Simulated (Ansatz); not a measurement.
Reaction (cleavage of the Ga–As bond): `[NH2][GaH][AsH2]` + HBr → `[NH2][GaH][Br]` + `[AsH3]`

Isolated molecules relaxed with PBE0-D4/def2-TZVP in Ansatz; ΔE leaves out vibrations. CCSD(T)/CBS adds triple-zeta CCSD(T) − MP2 to the extrapolated MP2 energy (def2 sets, frozen cores). Functionals use def2-TZVPP. For As, Br, Ga outer-core shells are correlated without core-valence functions, which leaves a few kJ/mol of doubt a bond. Scalar relativity is left out up to krypton. One conformer a species, not always the lowest.

`[NH2][GaH][AsH2]`:

Cartesian coordinates in Å:
```
N -1.481 -0.720 0.084
Ga 0.282 -0.531 0.474
As 1.262 1.656 0.167
H -2.050 0.000 -0.324
H -1.991 -1.578 0.211
H 1.024 -1.770 1.077
H 2.460 1.062 -0.560
H 0.495 1.881 -1.129
```

HBr:

```xyz
2

Br   -0.709    0.008    0.045
H     0.709   -0.008   -0.045
```

`[NH2][GaH][Br]`:

```xyz
6

N    -0.911   -0.459   -0.135
Ga    0.782    0.132    0.019
Br    0.948    2.279    0.806
H    -1.162   -1.375   -0.464
H    -1.711    0.103    0.103
H     2.054   -0.679   -0.328
```

`[AsH3]`:

Z-matrix (Å, degrees):
```
As
H 1 1.522
H 1 1.522 2 92.0
H 1 1.522 2 92.0 3 -92.1
```

CCSD(T)/CBS gives -17.8 kcal/mol.

Another level gave -19.5 kcal/mol. Which?
A. HF/def2-TZVPP
B. MP2/def2-TZVPP
C. revPBE-D4/def2-TZVPP
D. B97M-V/def2-TZVPP

D. B97M-V -19.5, revPBE-D4 -16.3, MP2/def2-TZVPP -18.1, HF/def2-TZVPP -23.5 kcal/mol.

Largest T1 diagnostic among the species: 0.013.

At CCSD(T), def2-SVP lies −1.6 kcal/mol from the extrapolated value and def2-TZVPP −0.3 kcal/mol. From BLYP to BHLYP (50 % exact exchange), in def2-TZVPP and without D4, ΔE moves by −2.7 kcal/mol.

CCSD(T)/CBS has its own doubt, a few kJ/mol and more with outer-core shells, so smaller differences from it don't rank the levels.
